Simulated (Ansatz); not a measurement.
`[C]#[C][GeH2][Cl]`, charge 0, multiplicity 2.

Q: Give a relaxed structure at PBE0-D4/def2-TZVP (the Gaussian-basis code of Ansatz). (Estimate.)

A: Computed: 
```xyz
6

C     1.3619    1.6217   -1.4332
C     0.7423    0.8316   -0.7564
Ge   -0.1788   -0.4456    0.3006
Cl   -2.0890    0.3897    0.8080
H     0.5878   -0.6859    1.6010
H    -0.4242   -1.7116   -0.5201
```
Point group Cs.
